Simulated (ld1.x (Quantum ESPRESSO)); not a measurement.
## Logarithmic derivatives: iodine (I), ultrasoft

```
Element                 : iodine (I)
Generator               : ld1.x (Quantum ESPRESSO) 7.5
Type                    : ultrasoft
Functional              : PBE
Relativity              : non-relativistic
Frozen core             : [Kr] 4d10
Valence charge          : 7
Reference configuration : 5s2 5p3.5 (charge +1.5)
Partial waves           : 5s (bound): rcut 1.65, rcutus 1.85 bohr; 5s channel at 2.5 Ry: rcut 1.65, rcutus 1.85 bohr; 5p (bound): rcut 1.35, rcutus 1.80 bohr; 5p channel at -0.7 Ry: rcut 1.35, rcutus 1.80 bohr
Local potential         : all-electron potential smoothed inside 1.60 bohr (lloc = -2)
Core correction         : Bessel-smoothed model core inside 0.80 bohr
Augmentation charge     : built from norm-conserving waves at rcut, not smoothed further
```

The phase is arctan(r·u′/u) with u = r·R(r), unwrapped; energies in Ry, scanned from -4 to 5 Ry. A pole is an energy at which the radial function vanishes at the test radius. The pseudo phase is shifted by a multiple of π to meet the all-electron one at the reference energy, and phase errors are pseudo minus all-electron; the curves can meet again beyond the range given. Levels narrower than the energy grid can be missing from the lists of poles.

```csv
channel,radius (bohr),reference energy (Ry),"poles, all-electron","poles, pseudo",unbroken range about the reference energy with phases within 0.05 rad,phase error 1 Ry above the reference energy (rad)
s,2.01,-2.16,1.29,"1.30, 4.42",below 3.9,+0.001
p,2.01,-1.45,2.90,"1.00, 3.30",below 0.9,-0.000
```

Note: ghost state, extra bound levels that the all-electron valence spectrum of the same l lacks: d at -15.2 eV. A true bound ghost makes a file unfit for plane-wave use.

Phases in the s channel:

| E (Ry) | all-electron | pseudo |
| --- | --- | --- |
| -4.00 | 1.015 | 1.016 |
| -3.76 | 0.943 | 0.944 |
| -3.52 | 0.847 | 0.848 |
| -3.28 | 0.714 | 0.715 |
| -3.04 | 0.526 | 0.527 |
| -2.80 | 0.264 | 0.264 |
| -2.56 | -0.069 | -0.069 |
| -2.32 | -0.416 | -0.416 |
| -2.08 | -0.708 | -0.708 |
| -1.84 | -0.923 | -0.923 |
| -1.60 | -1.075 | -1.075 |
| -1.36 | -1.185 | -1.184 |
| -1.12 | -1.265 | -1.265 |
| -0.88 | -1.327 | -1.326 |
| -0.64 | -1.376 | -1.375 |
| -0.40 | -1.415 | -1.414 |
| -0.16 | -1.448 | -1.447 |
| 0.08 | -1.475 | -1.474 |
| 0.32 | -1.499 | -1.498 |
| 0.56 | -1.520 | -1.519 |
| 0.80 | -1.538 | -1.537 |
| 1.04 | -1.555 | -1.554 |
| 1.28 | -1.570 | -1.569 |
| 1.52 | -1.585 | -1.584 |
| 1.76 | -1.598 | -1.597 |
| 2.00 | -1.611 | -1.610 |
| 2.24 | -1.623 | -1.623 |
| 2.48 | -1.635 | -1.635 |
| 2.72 | -1.646 | -1.648 |
| 2.96 | -1.657 | -1.662 |
| 3.20 | -1.669 | -1.677 |
| 3.44 | -1.681 | -1.694 |
| 3.68 | -1.693 | -1.718 |
| 3.92 | -1.705 | -1.760 |
| 4.16 | -1.718 | -1.974 |
| 4.40 | -1.732 | -4.693 |
| 4.64 | -1.747 | -4.800 |
| 4.88 | -1.762 | -4.837 |
